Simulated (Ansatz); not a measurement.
The cluster Si₃Te. Charge 0, multiplicity 1. Geometry PBE-D4/def2-SVP; atoms count from 1.

| atom | x (Å) | y (Å) | z (Å) |
| --- | --- | --- | --- |
| Si1 | -0.232 | 0.509 | -1.601 |
| Si2 | 0.384 | -1.441 | 0.808 |
| Si3 | 1.322 | 0.594 | 0.143 |
| Te4 | -1.474 | 0.338 | 0.651 |

In the def2 sets Te takes a core potential; there is no spin–orbit coupling. The restricted singlet is unstable towards broken spin symmetry in Hartree–Fock (as tested in another run); at PBE0-D4/def2-TZVP this wasn't settled. Another isomer (singlet) lies 0.02 eV lower at PBE0-D4/def2-TZVP; other spin states weren't run for this one.

(1) Estimate the Mulliken populations from the PBE0/def2-TZVP orbitals of Ansatz.

(2) And the Mayer bond orders between bonded heavy atoms (over 0.3)?

## Answers

(1) 
```
atom  charge (e)
 Si1        0.02
 Si2        0.02
 Si3       -0.04
 Te4       -0.01
```
Mulliken values and Mayer orders depend strongly on the basis.

(2) Si1–Si3 1.16 (2.34 Å); Si1–Te4 1.04 (2.58 Å); Si2–Si3 1.16 (2.34 Å); Si2–Te4 1.04 (2.58 Å); Si3–Te4 0.67 (2.85 Å). Values over 0.3 also appear between atoms too far apart for a bond (Si1–Si2 0.48 at 3.16 Å); they arise where an orbital or an unpaired electron spreads over both atoms.
